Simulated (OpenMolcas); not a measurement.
An atom or ion with 21 electrons was computed by MS-CASPT2, IPEA 0.25 Eh, imaginary shift 0.1 Eh with spin-orbit coupling (OpenMolcas, ANO-RCC-VQZP, DKH2). The lowest levels that the run gave, each within 12 % of the measured value where one is at hand:

```tsv
J	Parity	E (eV)	g
3/2	even	0.0000	0.399
5/2	even	0.0308	1.029
7/2	even	0.0727	1.239
9/2	even	0.1247	1.334
1/2	even	1.794	2.660
3/2	even	1.806	1.729
7/2	even	1.818	0.889
5/2	even	1.843	1.601
9/2	even	1.863	1.110
3/2	even	2.393	1.199
1/2	even	2.395	0.677
3/2	even	2.553	0.940
```

Problem. Which ion is it, and what are the configurations and terms?

Solution. Cr3+ (Z = 24, charge +3; active space 3 electrons in 5 orbitals (3d)). J, parity and g give the terms where levels are pure, and mixed ones are named by the computed weights; the size of the splittings, set against known spectra of the 21-electron sequence, gives the charge. In order, with the measured energies in eV (Sugar and Corliss, J. Phys. Chem. Ref. Data 6, 317 (1977)): 3d³ ⁴F_3/2, 3d³ ⁴F_5/2 (0.0292), 3d³ ⁴F_7/2 (0.0689), 3d³ ⁴F_9/2 (0.1172), 3d³ ⁴P_1/2 (1.7431), 3d³ ⁴P_3/2 (1.7577), 3d³ ²G_7/2 (1.8662), 3d³ ⁴P_5/2 (1.7942), 3d³ ²G_9/2 (1.9096), 3d³ ²P_3/2 [73 %], 3d³ ²P_1/2 (2.4201), 3d³ ²D_3/2(1) [74 %] (2.5603).

Term energies are means over components that CASPT2 splits; among the terms shown or strongly mixed into the levels shown the widest spread is 1000 cm-1 (3d³ ⁴F). The CASPT2 spread within a term exceeds the gap to the next term for 3d³ ⁴P and 3d³ ²G, so the order of their levels is uncertain. Measured partners are found by configuration, term and J. A level has none where our copy of the source lacks it or the pairing is in doubt (some pairs that miss far off the trend of their configuration count as doubtful), and it then counts in no deviation. Levels of configurations outside the active space are missing.

A share in square brackets marks a mixed level and gives the weight of the term that names it. A number in round brackets counts repeated terms of one configuration in the order of the reference energies.
